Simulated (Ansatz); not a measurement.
Species: ZnF, net charge 1, singlet state. SMILES: [F][Zn+]
Structure (B3LYP-D3(BJ)/def2-TZVP (Ansatz, a quantum-chemistry and plane-wave program) minimum search):
```xyz
2

Zn     0.0000     0.0000    -0.3980
F      0.0000     0.0000     1.3268
```
Charge +1, spin multiplicity 1.

Quantity: vertical triplet-singlet gap, E(triplet) - E(singlet), in eV. Set-up: non-relativistic; LANL2DZ with its own core potentials from Na on; each state is the SCF solution reached for its charge and spin; 6-31G* and kin with 6d, 5d where marked; no spin-orbit coupling; open shells spin-unrestricted. First-principles rows: single points at B3LYP-D3(BJ) geometries (Ansatz). The spin state of an ion or metal species was assumed, not searched. Levels can end on unlike triplets.

```json
[
 {"level": "B3LYP/STO-3G", "program": "Ansatz", "vertical triplet-singlet gap, E(triplet) - E(singlet) (eV)": "-2.64"},
 {"level": "B3LYP/3-21G", "program": "Ansatz", "vertical triplet-singlet gap, E(triplet) - E(singlet) (eV)": "3.02"},
 {"level": "B3LYP/6-31G*", "program": "Ansatz", "vertical triplet-singlet gap, E(triplet) - E(singlet) (eV)": "3.56"},
 {"level": "B3LYP/6-31G* with LANL2DZ past Ar", "program": "Ansatz", "vertical triplet-singlet gap, E(triplet) - E(singlet) (eV)": "3.87"},
 {"level": "B3LYP/def2-TZVPD", "program": "Ansatz", "vertical triplet-singlet gap, E(triplet) - E(singlet) (eV)": "3.69"}
]
```

No value to compare with is used here. The 4 habitual levels span -2.64 (B3LYP/STO-3G) to 3.87 eV (B3LYP/6-31G* with LANL2DZ past Ar); B3LYP/def2-TZVPD gives 3.69.

The sets are all those run for this method; runs whose electronic state is in doubt are left out.
